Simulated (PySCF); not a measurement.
Input for PySCF: D3(BJ) and D4 dispersion corrections on CH3O (SMILES C[O]).

```python
from pyscf import gto
from pyscf.dispersion import dftd3, dftd4

mol = gto.M(
    atom='''
    C    -0.03975157    0.01370869   -0.03567005
    O     1.30002102   -0.22432244   -0.10332969
    H    -0.30919073   -0.12895340    1.02980838
    H    -0.31100261    1.04913560   -0.28565951
    H    -0.64017611   -0.70956846   -0.60524913
    ''',
    basis='def2-svp',
    charge=0, spin=1, verbose=0, max_memory=1800)
d3, d4 = {}, {}
for xc in ['hf', 'pbe', 'blyp', 'revpbe', 'tpss', 'r2scan', 'b3lyp', 'pbe0', 'bhlyp', 'camb3lyp', 'b2plyp']:
    d3[xc] = float(dftd3.DFTD3Dispersion(mol, xc=xc, version='d3bj', atm=False).get_dispersion()['energy'])
    print(f'D3(BJ) {xc:10s} {d3[xc]:14.8f} Eh')
for xc in ['hf', 'pbe', 'blyp', 'revpbe', 'tpss', 'r2scan', 'b3lyp', 'pbe0', 'bhlyp', 'camb3lyp', 'b2plyp']:
    d4[xc] = float(dftd4.DFTD4Dispersion(mol, xc={'camb3lyp': 'cam-b3lyp'}.get(xc, xc), atm=True).get_dispersion()['energy'])
    print(f'D4     {xc:10s} {d4[xc]:14.8f} Eh')
```

Output:

```
D3(BJ) hf            -0.01633632 Eh
D3(BJ) pbe           -0.00146872 Eh
D3(BJ) blyp          -0.00302702 Eh
D3(BJ) revpbe        -0.00421060 Eh
D3(BJ) tpss          -0.00175440 Eh
D3(BJ) r2scan        -0.00035213 Eh
D3(BJ) b3lyp         -0.00242719 Eh
D3(BJ) pbe0          -0.00116228 Eh
D3(BJ) bhlyp         -0.00177952 Eh
D3(BJ) camb3lyp      -0.00092835 Eh
D3(BJ) b2plyp        -0.00102339 Eh
D4     hf            -0.00549647 Eh
D4     pbe           -0.00117541 Eh
D4     blyp          -0.00280573 Eh
D4     revpbe        -0.00511776 Eh
D4     tpss          -0.00160363 Eh
D4     r2scan        -0.00027482 Eh
D4     b3lyp         -0.00188375 Eh
D4     pbe0          -0.00094879 Eh
D4     bhlyp         -0.00117891 Eh
D4     camb3lyp      -0.00091918 Eh
D4     b2plyp        -0.00080560 Eh
```

The run finished.

Cost: roughly 0.03 core-seconds.
